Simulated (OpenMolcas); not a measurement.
Computed levels of 3d6 in ions with 24 electrons, in cm-1 above 5D4.

| Property | Result |
| --- | --- |
| Program | OpenMolcas 26.06 |
| Method | SS-RASPT2, IPEA 0.25 Eh, imaginary shift 0.1 Eh |
| Basis | ANO-RCC-VQZP |
| Scalar Hamiltonian | DKH2, point nucleus |
| Spin-orbit coupling | state interaction with AMFI integrals over the reference wave functions, term energies averaged over their components |

Active space for each ion: 12 electrons in 8 orbitals (RAS1 3p, at most 2 holes; RAS2 3d); closed shells correlated by CASPT2: 3s.

| Level | Co3+ | Cu5+ |
| --- | --- | --- |
| 5D3 | 622 | 1136 |
| 5D2 | 1052 | 1893 |
| 5D1 | 1327 | 2370 |
| 5D0 | 1462 | 2610 |
| 3P2(1) | 23380 | 29840 |
| 3H6 | 23700 | 30480 |
| 3H5 | 24010 | 30970 |
| 3H4 | 24220 | 31220 |
| 3P1(1) | 25220 | 33190 |

Estimate 5D0, 3P2(1), 3H6 for Ni4+ from its neighbours Co3+ and Cu5+.

5D0 is fine structure, which grows about as the fourth power of a screened charge, so the fourth roots are averaged: ((1462^0.25 + 2610^0.25) / 2)^4 = 1974. The calculation gives 1988, so the estimate is off by -0.7 %; the measured value is 2058 (Corliss and Sugar, J. Phys. Chem. Ref. Data 10, 197 (1981)).
3P2(1) is another term, which grows about linearly with the charge: (23380 + 29840) / 2 = 26610. The calculation gives 26550, so the estimate is off by +0.2 %; the measured value is 26153 (Corliss and Sugar, J. Phys. Chem. Ref. Data 10, 197 (1981)).
3H6 is another term, which grows about linearly with the charge: (23700 + 30480) / 2 = 27090. The calculation gives 26990, so the estimate is off by +0.4 %; the measured value is 27111 (Corliss and Sugar, J. Phys. Chem. Ref. Data 10, 197 (1981)).

CASPT2 breaks the degeneracy within a term, and the mean is taken; among the terms shown or strongly mixed into the levels shown the widest spread is 39 cm-1 (3d6 3H, Cu5+). Active for correlation alone: 3p; no level in the range computed is led by a configuration that opens it, so any true level of that kind is missing. Computed and measured levels are paired by configuration, term and J; levels that our copy of the source lacks, or whose pairing is in doubt (as where it misses far off the trend of its configuration), stay unpaired and out of the deviations. Levels of configurations outside the active space are missing.

A number in round brackets counts repeated terms of one configuration in the order of the reference energies.
